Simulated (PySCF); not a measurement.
Delta-SCF ions had no search for a lower state. Excitations are Tamm–Dancoff values on a coarser integration grid. The basis has no diffuse functions, so Rydberg states are missing or too high.

Z-matrix (Å, degrees):
```
B
N 1 1.3876
H 2 1.0069 1 123.31
H 2 1.0069 3 113.38 1 180.00
H 1 1.1928 2 119.04 3 179.99
H 1 1.1928 5 121.91 2 180.00
```
Charge 0, spin multiplicity 1.

Question: What dipole moment, vertical ionisation energy (Delta-SCF), total energy, S1–T1 gap (TDA), T1 excitation (TDA), HOMO–LUMO gap, brightest of the four lowest singlets (TDA) and HOMO does PySCF with M06-2X/def2-TZVP // B3LYP-D3(BJ)/def2-TZVP give?

Answer: 
```yaml
dipole_moment: 1.84 D
vertical ionisation energy (Delta-SCF): 11.39 eV
total_energy: -82.0300 Ha
S1–T1 gap (TDA): 0.98 eV
T1 excitation (TDA): 6.26 eV
HOMO–LUMO gap: 11.15 eV
brightest of the four lowest singlets (TDA): 8.58 eV
HOMO: -10.05 eV
```
